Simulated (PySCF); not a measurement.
Cartesian coordinates (Å):
```xyz
5

O      1.6799    -0.3289     0.4045
Ga    -0.0171    -0.8946     0.1238
O     -1.2413     0.4391    -0.0679
H      1.7257     0.6364     0.4182
H     -2.1472     0.1479    -0.2178
```
Charge 0, spin multiplicity 2.

Problem. What is the computed dipole moment, highest occupied spin orbital and total energy (TPSSh-D3(BJ)/def2-TZVP // B3LYP-D3(BJ)/def2-TZVP (PySCF))?

Solution. 
The dipole moment is 1.82 D, the highest occupied spin orbital is -6.02 eV and the total energy is -2076.5741 Ha.
